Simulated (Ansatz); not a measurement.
Calculated with Ansatz (gas phase, PBE0-D4/def2-TZVP geometries, no zero-point term in ΔE). CCSD(T)/CBS is the MP2 limit (def2-TZVPP, def2-QZVPP) plus CCSD(T) − MP2 in def2-TZVPP, frozen cores. Functionals use def2-TZVPP. For Ga outer-core shells are correlated without core-valence functions, which leaves a few kJ/mol of doubt a bond. Scalar relativity is left out up to krypton. Each species was taken in one conformer, which may not be the lowest.

`CC[O][Ga]([CH3])[F]` + `CB[SiH3]` → `C[BH][Ga]([CH3])[F]` + `CCO[SiH3]`  (redistribution)

`CC[O][Ga]([CH3])[F]`:

Z-matrix (Å, degrees):
```
C
C 1 1.512
H 1 1.094 2 110.6
H 1 1.093 2 110.7 3 119.4
H 1 1.092 2 110.5 3 -120.5
O 2 1.413 1 112.0 3 64.8
H 2 1.096 1 110.0 3 -176.7
H 2 1.097 1 109.6 3 -59.0
Ga 6 1.772 2 123.1 1 -77.9
C 9 1.937 6 126.2 2 177.1
F 9 1.765 6 112.3 2 -3.9
H 10 1.091 9 109.7 6 -120.2
H 10 1.089 9 110.5 6 0.5
H 10 1.091 9 109.7 6 121.2
```

`CB[SiH3]`:

```xyz
10

C     1.048   -1.059    0.526
B    -0.359   -0.415    0.431
Si   -0.790    1.225   -0.664
H     1.011   -1.842   -0.254
H     1.248   -1.590    1.459
H     1.890   -0.415    0.266
H    -1.271   -0.941    1.010
H    -1.984    1.010   -1.531
H     0.333    1.692   -1.526
H    -1.125    2.333    0.281
```

`C[BH][Ga]([CH3])[F]`:

```xyz
12

C    -0.823    1.654    1.438
B     0.078    0.396    1.325
Ga    0.020   -0.969   -0.259
C     0.860   -1.217   -2.014
F    -1.111   -2.308    0.069
H    -1.043    1.952    2.466
H    -0.177    2.457    1.037
H    -1.736    1.666    0.842
H     0.904    0.225    2.181
H     1.346   -2.195   -2.047
H     1.596   -0.448   -2.249
H     0.087   -1.213   -2.787
```

`CCO[SiH3]`:

Z-matrix (Å, degrees):
```
C
C 1 1.508
H 1 1.092 2 110.5
H 1 1.093 2 110.4 3 120.1
H 1 1.092 2 110.5 3 -119.9
O 2 1.416 1 109.3 3 59.9
H 2 1.098 1 110.3 3 -60.9
H 2 1.099 1 110.3 3 -179.2
Si 6 1.642 2 122.3 1 -180.0
H 9 1.491 6 111.0 2 59.9
H 9 1.481 6 106.6 2 -180.0
H 9 1.491 6 111.0 2 -59.9
```

Q: Is it downhill or uphill in electronic energy at CCSD(T)/CBS, and by how much? (Best estimate.)

A: Ansatz gave: Downhill: ΔE = -27.2 kJ/mol.

Q: What do these levels give: PBE-D4, r2SCAN-D4, B2PLYP, PBE, r2SCAN, MP2/def2-TZVPP, SCS-MP2/def2-TZVPP, CCSD(T)/def2-TZVPP, MP2/def2-QZVPP, HF/CBS(def2), MP2/CBS(def2), CCSD/CBS(def2)? (Estimate.)

A: Ansatz gave: PBE-D4 -18.2, r2SCAN-D4 -21.9, B2PLYP -27.3, PBE -19.8, r2SCAN -22.2, MP2/def2-TZVPP -24.4, SCS-MP2/def2-TZVPP -26.3, CCSD(T)/def2-TZVPP -21.5, MP2/def2-QZVPP -27.9, HF/CBS(def2) -36.6, MP2/CBS(def2) -30.1, CCSD/CBS(def2) -30.1 kJ/mol.

Largest T1 diagnostic among the species: 0.013.

From PBE to PBE0 (25 % exact exchange), in def2-TZVPP and without D4, ΔE moves by −4.0 kJ/mol. In def2-TZVPP, CCSD(T) changes the Hartree–Fock value by +14.3 kJ/mol (the triples alone add +2.9 kJ/mol) and MP2 by +11.4 kJ/mol.
